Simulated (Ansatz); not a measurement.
`C[SiH]([GeH3])C#N` and `C[SiH](S)C#N` differ in one atom or group.

Ansatz, PBE0-D4/def2-TZVP geometries, multiplicity 1. Each molecule was computed in one conformer, which needn't be the lowest.

Scalar relativity is left out up to krypton.

```tsv
property	`C[SiH]([GeH3])C#N`
LUMO energy (ωB97M-V/def2-TZVPP) / eV	1.18
size of the dipole moment (ωB97M-V/def2-TZVPP) / D	3.93
HOMO energy (ωB97M-V/def2-TZVPP) / eV	-10.47
size of the dipole moment (PBE/def2-TZVPP) / D	3.90
LUMO energy (PBE0/def2-TZVPP) / eV	-0.68
HOMO energy (PBE0/def2-TZVPP) / eV	-8.44
```

(1) Give the same properties after the change, and the shifts. (An estimate is asked.)

Results:

(1) The calculation gave: 
```json
{"property": "LUMO energy (ωB97M-V/def2-TZVPP) / eV", "`C[SiH](S)C#N`": "1.17", "shift": "-0.01"}
{"property": "size of the dipole moment (ωB97M-V/def2-TZVPP) / D", "`C[SiH](S)C#N`": "3.40", "shift": "-0.53"}
{"property": "HOMO energy (ωB97M-V/def2-TZVPP) / eV", "`C[SiH](S)C#N`": "-10.23", "shift": "0.24"}
{"property": "size of the dipole moment (PBE/def2-TZVPP) / D", "`C[SiH](S)C#N`": "3.37", "shift": "-0.53"}
{"property": "LUMO energy (PBE0/def2-TZVPP) / eV", "`C[SiH](S)C#N`": "-0.81", "shift": "-0.13"}
{"property": "HOMO energy (PBE0/def2-TZVPP) / eV", "`C[SiH](S)C#N`": "-8.02", "shift": "0.42"}
```

With PBE0 the HOMO rises by 0.42 eV and the LUMO falls by 0.13 eV, so the gap narrows by about 0.55 eV. PBE moves the HOMO by 0.56 eV and ωB97M-V by 0.24 eV. Dipoles are sizes alone; their direction can turn.
